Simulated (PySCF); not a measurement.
# Static response to an electric field

Compound: Ge2H11NSi2.
Cartesian coordinates in Å at the PBE0-D3(BJ)/def2-SVP level; atoms count from 1:
```xyz
16
Ge2H11NSi2 angstrom
Si    -1.7531    1.5847    0.1267
N     -1.0457    0.0280   -0.2429
Si    -1.7151   -1.4811    0.3348
Ge     0.6500    0.0017   -1.0275
Ge     2.3462   -0.0285    0.7063
H     -1.6822    2.4745   -1.0731
H     -3.1769    1.3842    0.5290
H     -1.0403    2.2877    1.2426
H     -1.0646   -1.9572    1.5986
H     -3.1740   -1.3013    0.5959
H     -1.5068   -2.5435   -0.6973
H      0.7524    1.2785   -1.8864
H      0.7172   -1.2515   -1.9229
H      2.2182    1.2408    1.5676
H      2.1487   -1.2604    1.6078
H      3.7601   -0.0788    0.0973
```

Level: CAM-B3LYP/def2-SVPD (PySCF), static field, nuclei fixed, core orbitals frozen in the response. The polarisability tensor in these axes (au):

```
x   139.52  -0.87   4.02
y    -0.87 120.93  -1.06
z     4.02  -1.06 116.21
```

Task: Give the principal values, the mean and the anisotropy Δα = √{½[(α1 − α2)² + (α2 − α3)² + (α1 − α3)²]}.

Result: Principal values 115.39, 121.03 and 140.25 au; mean 125.56 au = 18.61 Å³ = 20.70 × 10⁻⁴⁰ C²·m²/J; Δα = 22.58 au (18 % of the mean).

Task: What is the dipole moment, and where does it point?

Result: (0.64, -0.02, -0.32) D, 0.71 D in size, pointing from the negative to the positive side. Measured along this direction, the outermost atoms are H7 and H10 at the negative end and H16 at the positive end.

Task: Refractivity n − 1 of an ideal gas of it at 298.15 K and 1 atm, from the electronic α?

Result: N = p/kT = 2.4615 × 10¹⁹ cm⁻³, so n − 1 = 2π × N × 18.61 × 10⁻²⁴ cm³ = 2878 × 10⁻⁶ at long wavelengths.

Task: What are the principal values of the traceless quadrupole moment, Θ = ½Σq(3rr − r²1), about the centre of nuclear charge?

Result: -1.28, -0.13, 1.41 D·Å. The values depend on the origin, since the dipole doesn't vanish. The electronic extent ⟨r²⟩ about the same centre is 1915 bohr², a root-mean-square distance of 2.21 Å for the 110 electrons.

Task: In a dilute gas of rigid molecules at 250 K, how does the orientational term μ²/3kT compare with the electronic polarisability?

Result: In Gaussian units μ²/3kT = 4.89 Å³ against 18.61 Å³, a ratio of 0.26; the Debye molar polarisation (4π/3)N_A(α + μ²/3kT) is 59.3 cm³/mol, leaving out the vibrational part.

Task: In TDDFT the mean static polarisability is Σ f/ω² over all singlet excitations (ω in hartree). How much of it do the 10 lowest give? Their energies (eV) and oscillator strengths: 5.73, 0.0043; 6.48, 0.0249; 6.61, 0.2050; 6.71, 0.0301; 6.94, 0.0253; 7.12, 0.0311; 7.33, 0.0027; 7.53, 0.0036; 7.59, 0.0069; 7.64, 0.0015.

Result: They add up to 5.54 au, 4.4 % of the 125.56 au; the largest single term is 3.47 au, from the state at 6.61 eV. Terms in order: 0.10, 0.44, 3.47, 0.49, 0.39, 0.45, 0.04, 0.05, 0.09, 0.02 au. Higher excitations give the rest. The strengths listed sum to 0.335.

Isolated species at its PBE0-D3(BJ)/def2-SVP geometry (one conformer only). The calculation is non-relativistic, for germanium too.
